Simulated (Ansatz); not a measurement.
**Question.** Name a neutral molecule of Al, C, Cl, N, S, Si and H with HOMO energy (PBE/def2-TZVPP) between -5.80 and -5.50 eV and HOMO–LUMO gap (ωB97M-V/def2-TZVPP) between 9.30 and 9.60 eV (Ansatz, PBE0-D4/def2-TZVP geometry).

**Answer.** `[NH2][Al]1[CH2]S[SiH]1Cl` (-5.79 eV, 9.44 eV). Other molecules can fit too; these were computed, each in one conformer that needn't be the lowest.
